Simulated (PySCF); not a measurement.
I₆In₂, SMILES [I][In-]1([I])[I+][In-]([I])([I])[I+]1.

Coordinates come from a PBE0-D3(BJ)/def2-SVP optimisation. The def2 effective core potentials stand for the cores of I, In; spin–orbit coupling is left out.

Level of theory: IEF-PCM-M06-2X/def2-SVP (PySCF).

The values are the electrostatic part of the solvation free energy, E(continuum) − E(gas) at the gas-phase geometry, in a cavity of scaled van der Waals radii (PySCF's table); cavitation and dispersion terms are not included. A continuum can't describe solvent molecules that bind to the metal. In vacuum the orbital gap is 6.43 eV. The dipole moment in vacuum is 0.01 D.

Task: Estimate the values in water (ε = 78.36), toluene (ε = 2.37), acetonitrile (ε = 35.69). (Estimate from the structure and the level; the computed values follow.)

Result: 
```tsv
solvent	ε	ΔG(elec) (kcal/mol)	dipole (D)	gap (eV)
water	78.36	-9.5	0.02	6.63
toluene	2.37	-4.0	0.01	6.52
acetonitrile	35.69	-9.2	0.02	6.63
```
